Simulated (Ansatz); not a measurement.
One geometry of C$_{2}$H$_{6}$ClGaGeO$_{2}$ (`[Cl][GeH]1[CH2][GaH][O]C[O]1`), several functionals.

```yaml
crystal:
  periodic: [false, false, false]
  atoms:
    - {symbol: Cl, position_ang: [-0.137101, 0.375917, 2.664841]}
    - {symbol: Ge, position_ang: [-0.172457, -1.034371, 1.021445]}
    - {symbol: C, position_ang: [1.483714, -0.805094, 0.060349]}
    - {symbol: Ga, position_ang: [1.184506, 0.785107, -1.066408]}
    - {symbol: O, position_ang: [-0.518967, 1.330195, -1.140036]}
    - {symbol: C, position_ang: [-1.617125, 0.792417, -0.483515]}
    - {symbol: O, position_ang: [-1.474567, -0.548051, -0.082592]}
    - {symbol: H, position_ang: [-0.581632, -2.404888, 1.565534]}
    - {symbol: H, position_ang: [2.335754, -0.690109, 0.731577]}
    - {symbol: H, position_ang: [1.665757, -1.674354, -0.578751]}
    - {symbol: H, position_ang: [2.150898, 1.652933, -1.916368]}
    - {symbol: H, position_ang: [-2.471044, 0.806691, -1.169460]}
    - {symbol: H, position_ang: [-1.847737, 1.413597, 0.393372]}
basis:
  gaussian: {orbitals: def2-TZVPP}
hamiltonian: {xc: {name: revPBE}, dispersion: d4}
output: {orbitals: {seedname: orbitals}}
```

```sh
$ ansatz run in.yaml --threads 2 --pin off --events-out ev --progress --plain --max-ram 22528MiB --backend cuda --devices 0, --max-vram 18GiB
```

It prints (some lines left out):

```
Functional definition: revPBE
2036 factors; their error is unknown
mean field evaluation 1: about -127657.7164 eV, gradient 1.1e2 eV
mean field evaluation 2: about -127524.7154 eV, gradient 2.6e2 eV
mean field evaluation 4: about -127676.2762 eV, gradient 2.6e1 eV
mean field evaluation 8: about -127677.6182 eV, gradient 6.3e-1 eV
mean field evaluation 16: about -127677.5755 eV, gradient 2.4e-3 eV
mean field -127677.57545337 eV, -4692.0643549422 hartree, gradient 4.9e-5 eV, S^2 0.000000; 0 other end points of the search recorded, 0 dependent functions left out
reference -127677.57551838 eV, -4692.0643573314 hartree; 57, 57 occupied and 289, 289 virtual orbitals, 2036 factors
Total energy: -127678.74529830 eV, -4692.1073459508 hartree
```

Hardware: 2 threads of an AMD EPYC 7R13 on a shared host and a share of an NVIDIA H100 80 GB. Wall time 3.5 s, peak host memory 0.86 GiB.

With the line `hamiltonian: {xc: {name: B3LYP}, dispersion: d4}` and forces (abridged; 5.5 s):

```
Functional definition: B3LYP
mean field evaluation 16: about -127693.2990 eV, gradient 6.8e-3 eV
mean field -127693.29898928 eV, -4692.6421842291 hartree, gradient 2.4e-5 eV, S^2 0.000000
Total energy: -127694.01779588 eV, -4692.6685998846 hartree
Atom 0 force     0.004437     0.200259     0.238485 eV/Å
Atom 1 force     0.027999    -0.378817     0.117850 eV/Å
Atom 2 force     0.221974    -0.145004    -0.012148 eV/Å
Atom 3 force     0.296075     0.118740    -0.150297 eV/Å
Atom 4 force     0.058256     0.174817    -0.142403 eV/Å
Atom 5 force    -0.443330     0.228174     0.024091 eV/Å
Atom 6 force    -0.134093    -0.202606    -0.052932 eV/Å
Atom 7 force    -0.004828    -0.007998    -0.004185 eV/Å
Atom 8 force    -0.055472    -0.011837    -0.050434 eV/Å
Atom 9 force    -0.001807     0.056165     0.041766 eV/Å
Atom 10 force    -0.021862    -0.008534     0.008957 eV/Å
Atom 11 force     0.046224     0.013643     0.050803 eV/Å
Atom 12 force     0.006428    -0.037000    -0.069553 eV/Å
Dipole moment:     0.428556    -0.332537    -0.147422 e Å
```

With the line `hamiltonian: {xc: r2scan, dispersion: d4}` and forces (abridged; 4.7 s):

```
Functional definition: r2SCAN
mean field evaluation 16: about -127685.8915 eV, gradient 7.0e-4 eV
mean field -127685.89145631 eV, -4692.3699624135 hartree, gradient 1.2e-5 eV, S^2 0.000000
Total energy: -127685.99874880 eV, -4692.3739053401 hartree
Atom 0 force    -0.000946     0.043884     0.047298 eV/Å
Atom 1 force     0.054714    -0.078901     0.049675 eV/Å
Atom 2 force     0.019797     0.012158    -0.030662 eV/Å
Atom 3 force     0.108420     0.031455    -0.032683 eV/Å
Atom 4 force     0.235197     0.154351    -0.159559 eV/Å
Atom 5 force    -0.268100     0.164141     0.064920 eV/Å
Atom 6 force    -0.059791    -0.304310     0.027181 eV/Å
Atom 7 force    -0.001734     0.037984    -0.024457 eV/Å
Atom 8 force    -0.000309    -0.005849    -0.006847 eV/Å
Atom 9 force     0.006519     0.000127     0.002115 eV/Å
Atom 10 force    -0.095289    -0.062763     0.063670 eV/Å
Atom 11 force    -0.002332    -0.005895    -0.011426 eV/Å
Atom 12 force     0.003855     0.013618     0.010774 eV/Å
Dipole moment:     0.413463    -0.326737    -0.159525 e Å
```

Changing it to `hamiltonian: {xc: {name: r2SCANh}, dispersion: d4}` (abridged; 4.3 s):

```
Functional definition: r2SCANh
mean field evaluation 16: about -127684.9877 eV, gradient 3.2e-4 eV
mean field -127684.98774795 eV, -4692.3367517440 hartree, gradient 2.1e-5 eV, S^2 0.000000
Total energy: -127685.10411918 eV, -4692.3410283079 hartree
```

The same input with `hamiltonian: {xc: pbe, dispersion: d4}` and forces (abridged; 4.3 s):

```
Functional definition: PBE
mean field evaluation 16: about -127661.4464 eV, gradient 2.3e-3 eV
mean field -127661.44639508 eV, -4691.4716229830 hartree, gradient 4.2e-5 eV, S^2 0.000000
Total energy: -127661.88860496 eV, -4691.4878738963 hartree
Atom 0 force     0.009427     0.222774     0.277419 eV/Å
Atom 1 force     0.270875    -0.206169     0.218855 eV/Å
Atom 2 force     0.080581    -0.008626    -0.048252 eV/Å
Atom 3 force     0.375573    -0.057562    -0.019149 eV/Å
Atom 4 force     0.015312     0.474098    -0.342763 eV/Å
Atom 5 force    -0.160718     0.072414     0.088537 eV/Å
Atom 6 force    -0.479944    -0.415041    -0.213611 eV/Å
Atom 7 force    -0.070508    -0.176447     0.052593 eV/Å
Atom 8 force     0.164928     0.025502     0.127341 eV/Å
Atom 9 force     0.041710    -0.163442    -0.121264 eV/Å
Atom 10 force     0.025538     0.062547    -0.053814 eV/Å
Atom 11 force    -0.211929     0.004483    -0.162729 eV/Å
Atom 12 force    -0.060845     0.165469     0.196836 eV/Å
Dipole moment:     0.391974    -0.316285    -0.151051 e Å
```

With the line `hamiltonian: {xc: {name: BLYP}, dispersion: d4}` (abridged; 3.3 s):

```
Functional definition: BLYP
mean field evaluation 16: about -127691.6705 eV, gradient 2.6e-3 eV
mean field -127691.67049516 eV, -4692.5823381742 hartree, gradient 8.5e-5 eV, S^2 0.000000
Total energy: -127692.61548509 eV, -4692.6170659137 hartree
```

B3LYP takes the VWN-RPA correlation (the form of Gaussian; ORCA's B3LYP/G).
